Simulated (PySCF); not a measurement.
# Excitation energy of Os by level of theory

Os [Xe] 4f14 5d6 6s2 (5D) → Os [Xe] 4f14 5d8 (3F), as a difference of total energies. Calculation: PySCF 2.14, in aug-cc-pVTZ-PP with ECP60MDF (6s6p5d3f2g, 88 functions); a scalar-relativistic core potential. Correlated levels: valence: 5s2 5p6 frozen. The calculations carry no spin-orbit coupling.

```csv
method,excitation energy (cm⁻¹)
UHF,32758
MP2 (valence),25047
SCS-MP2 (valence),22403
CCSD (valence),26657
CCSD(T) (valence),24753
```
